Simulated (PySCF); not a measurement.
# Re(2+): excitation energy

Re(2+) [Xe] 4f14 5d5 (6S) → Re(2+) [Xe] 4f14 5d4 6p1 (high-spin determinant), as a difference of total energies. Computed with PySCF 2.14 in aug-cc-pVTZ-PP with ECP60MDF (6s6p5d3f2g, 88 functions), with a scalar-relativistic core potential. Correlated levels: valence: 5s2 5p6 frozen. The calculations carry no spin-orbit coupling.

```csv
method,excitation energy (eV)
UHF,9.574
MP2 (valence),9.780
SCS-MP2 (valence),9.643
CCSD (valence),9.738
CCSD(T) (valence),9.730
```

Question: How much does correlation contribute at CCSD(T) (valence)?

Answer: 9.730 − (9.574) = 0.156 eV, measured against UHF.

The determinant of the upper state mixes LS terms, which raises its energy above the lowest term, most at the Hartree-Fock and MP2 levels.
